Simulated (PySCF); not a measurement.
Se(Br)(SMe) (CH3BrSSe), SMILES CS[Se]Br. The structure is a stationary point at PBE-D3(BJ)/def2-SVP. The structure was generated by enumeration, and PubChem lists no compound with its InChIKey, so it may never have been made. One conformer was computed; it need not be the lowest.

Computed equilibrium geometry at PBE-D3(BJ)/def2-SVP (PySCF confirms it by a frequency run) as Cartesian coordinates in Å (one conformer of several):
```xyz
7

Se     0.0812    -0.6602     0.7246
Br    -1.2097     1.2860     0.1388
S      1.8133    -0.6232    -0.5778
C      1.2071    -1.3539    -2.1438
H      0.8161    -2.3754    -1.9804
H      2.0816    -1.3889    -2.8245
H      0.4260    -0.7034    -2.5815
```
